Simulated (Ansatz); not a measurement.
Geometry optimisation, Ansatz, RHF/def2-SVP.

The input (input.yaml):

```yaml
crystal:
  periodic: [false, false, false]
  atoms:
    - { symbol: Ge, position_ang: [-0.272366, -0.032729, -0.170751] }
    - { symbol: F, position_ang: [-0.178349, 0.116473, 1.528747] }
    - { symbol: Cl, position_ang: [1.7298, 0.420725, -0.830292] }
    - { symbol: O, position_ang: [-1.296436, 1.29446, -0.647344] }
    - { symbol: H, position_ang: [-1.049235, 2.167239, -0.376667] }
    - { symbol: Ge, position_ang: [-1.233262, -2.122483, -0.996988] }
    - { symbol: H, position_ang: [-2.022317, -2.771975, 0.137928] }
    - { symbol: H, position_ang: [-2.165913, -1.734579, -2.146115] }
    - { symbol: H, position_ang: [-0.11195, -3.027716, -1.493669] }
    - { symbol: Cl, position_ang: [1.305903, -2.536298, 1.565663] }
    - { symbol: H, position_ang: [0.917324, -1.519816, 2.314589] }
basis:
  gaussian: { orbitals: def2-SVP }
hamiltonian:
  xc: hf
relax:
  f_tol: 0.03
  max_steps: 50
```

Command:

```bash
$ ansatz run input.yaml --threads 4 --pin off --max-ram 5120MiB --backend cpu --events-out ev --progress --plain --runs-dir out
```

Problem. Where does it end, and by what steps?

Solution. The run converged. After 26 steps the energy has fallen by 0.149 eV; Cl10 moved furthest, 1.15 Å.

```tsv
step	energy less start (eV)	largest force component (eV/Å)	accepted
0	0.0000	1.122	yes
1	-0.0802	0.836	yes
2	-0.0563	0.601	no
3	-0.1088	0.453	yes
4	-0.1199	0.216	yes
5	-0.1262	0.038	yes
6	-0.1292	0.044	yes
7	-0.1320	0.465	yes
8	-0.1345	0.191	yes
9	-0.1380	0.128	yes
10	-0.1367	0.570	no
11	-0.1342	0.116	no
12	-0.1404	0.054	yes
13	-0.1421	0.190	yes
14	-0.1431	0.182	yes
15	-0.1443	0.141	yes
16	-0.1457	0.138	yes
17	-0.1462	0.179	yes
18	-0.1472	0.114	yes
19	-0.1477	0.067	yes
20	-0.1482	0.059	yes
21	-0.1483	0.031	yes
22	-0.1486	0.041	yes
23	-0.1488	0.071	yes
24	-0.1489	0.046	yes
25	-0.1489	0.036	no
26	-0.1490	0.012	yes
```

```xyz
11
Properties=species:S:1:pos:R:3
Ge -0.218 0.088 -0.409
F 0.638 0.020 1.103
Cl 1.263 0.874 -1.764
O -1.460 1.281 -0.178
H -1.204 2.166 0.041
Ge -1.111 -2.092 -1.054
H -2.089 -2.552 0.023
H -1.823 -1.881 -2.390
H 0.065 -3.050 -1.210
Cl 0.675 -2.924 2.452
H 0.888 -1.678 2.272
```

The run took 70 s on 4 threads of Intel(R) Xeon(R) Platinum 8488C (Sapphire Rapids), on a shared host, peak memory 0.56 GiB.
